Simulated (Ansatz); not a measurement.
C$_{4}$H$_{8}$O$_{3}$ (`CCOC(=O)OC`) at its PBE0-D4/def2-TZVP geometry, where that method's forces vanish. The species carries charge 0 and has multiplicity 1.

```xyz
15

C     0.5468   -0.0475    2.3364
C     1.4158   -0.1334    1.1067
O     0.7290   -0.7696    0.0210
C    -0.0656    0.0171   -0.6944
O    -0.2344    1.1968   -0.5352
O    -0.6455   -0.7274   -1.6311
C    -1.5284   -0.0150   -2.4895
H     1.1205    0.3771    3.1636
H    -0.3157    0.5953    2.1556
H     0.1972   -1.0378    2.6345
H     1.7461    0.8558    0.7854
H     2.2883   -0.7644    1.2786
H    -0.9950    0.7719   -3.0243
H    -2.3427    0.4335   -1.9189
H    -1.9164   -0.7525   -3.1884
```

**Question.** What forces (eV/Å) does ωB97M-V/def2-TZVPP give on these atoms in Ansatz 0.2.0? (An estimate is asked.)

**Answer.** Computed: 
```
C1  -0.120  0.016  0.159
C2   0.299  0.121  0.054
O3   0.011 -0.188 -0.028
C4  -0.008 -0.008 -0.006
O5  -0.028  0.163  0.030
O6   0.051 -0.193  0.001
C7  -0.206  0.154 -0.204
H8  -0.044 -0.031 -0.063
H9   0.059 -0.046  0.006
H10  0.027  0.071 -0.030
H11 -0.020 -0.088  0.031
H12 -0.075  0.062 -0.011
H13 -0.045 -0.068  0.046
H14  0.071 -0.038 -0.048
H15  0.031  0.074  0.060
```
